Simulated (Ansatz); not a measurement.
Isolated molecules relaxed with PBE0-D4/def2-TZVP in Ansatz; ΔE leaves out vibrations. CCSD(T)/CBS adds triple-zeta CCSD(T) − MP2 to the extrapolated MP2 energy (def2 sets, frozen cores). Elements past krypton have def2 core potentials. For Bi, W outer-core shells are correlated without core-valence functions, which leaves a few kJ/mol of doubt a bond. Each species was taken in one conformer, which may not be the lowest.

Reaction (redistribution): `[Cl][Bi]([Cl])[Cl]` + `[CH3][W](=[NH])(=[NH])[OH]` → `[CH3][Bi]([Cl])[Cl]` + `[NH]=[W](=[NH])([OH])[Cl]`

```
                     species  MP2/def2-QZVPP energy (Eh)
        `[Cl][Bi]([Cl])[Cl]`                 -1593.44270
`[CH3][W](=[NH])(=[NH])[OH]`                  -293.16191
       `[CH3][Bi]([Cl])[Cl]`                 -1173.49165
 `[NH]=[W](=[NH])([OH])[Cl]`                  -713.12955
```

(1) Work out ΔE.

(2) What do rigid-rotor, harmonic-oscillator terms from PBE0-D4/def2-TZVP frequencies (298.15 K, 1 bar) make of the CCSD(T)/CBS value? (An estimate is asked.)

Largest T1 diagnostic among the species: 0.020, so the coupled-cluster value is less sure than usual.

## Answers

(1) ΔE = (-1173.49165) + (-713.12955) − (-1593.44270) − (-293.16191) = -0.01659 Eh = -43.6 kJ/mol. CCSD(T)/CBS gives -32.9 kJ/mol.

(2) Computed: ΔZPE = +1.5 kJ/mol, ΔH = -31.5 kJ/mol, ΔS = 10 J/(mol·K), ΔG = -34.4 kJ/mol.

From BLYP to BHLYP (50 % exact exchange), in def2-TZVPP and without D4, ΔE moves by −6.9 kJ/mol. At CCSD(T), def2-SVP lies −5.8 kJ/mol from the extrapolated value and def2-TZVPP −6.3 kJ/mol.
